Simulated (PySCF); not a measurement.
A calculated (PBE0, PySCF 2.14, x2c-TZVPall, scalar relativity by spin-free X2C-1e) atom or ion has these occupied shells.

| shell | electrons | orbital energy (eV) | rms radius, mean of both spins (bohr) |
| --- | --- | --- | --- |
| 1s α | 1 | -545.75 | 0.231 |
| 1s β | 1 | -543.25 | 0.231 |
| 2s α | 1 | -45.437 | 1.20 |
| 2s β | 1 | -37.640 | 1.20 |
| 2p α | 3 | -28.971 | 1.22 |

(1) Name the element and its charge.

## Answers

(1) O⁺ (oxygen, charge +1), in [He] 2s2 2p3, high-spin 4S determinant.
